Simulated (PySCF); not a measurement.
Al2(mu-Br)2(Br)4, Al2Br6, singlet (PBE0/def2-SVP optimised geometry):

```
8

Al    -2.367     0.731    -2.259
Al    -0.710    -1.151     0.000
Br    -1.533     1.151     0.000
Br    -1.207     1.959    -3.733
Br    -4.610     0.719    -2.245
Br    -1.533    -1.567    -2.264
Br     1.533    -1.151     0.000
Br    -1.886    -2.373     1.467
```

Calculation: PySCF with PBE0/def2-TZVP.

**Question.** What are the frontier orbital energies and the dipole moment?

**Answer.** HOMO-2 -8.78 eV, HOMO-1 -8.76 eV, HOMO -8.66 eV, LUMO -1.46 eV, LUMO+1 -1.37 eV; dipole moment 0.01 D.

On the same geometry PySCF with PBE/def2-TZVP gives HOMO-2 -7.49 eV, HOMO-1 -7.46 eV, HOMO -7.37 eV, LUMO -2.28 eV, LUMO+1 -2.19 eV; dipole moment 0.01 D.

Meta-Löwdin charges at PBE0/def2-TZVP: Al1 0.69, Al2 0.69, Br3 -0.14, Br4 -0.28, Br5 -0.28, Br6 -0.14, Br7 -0.28, Br8 -0.28.
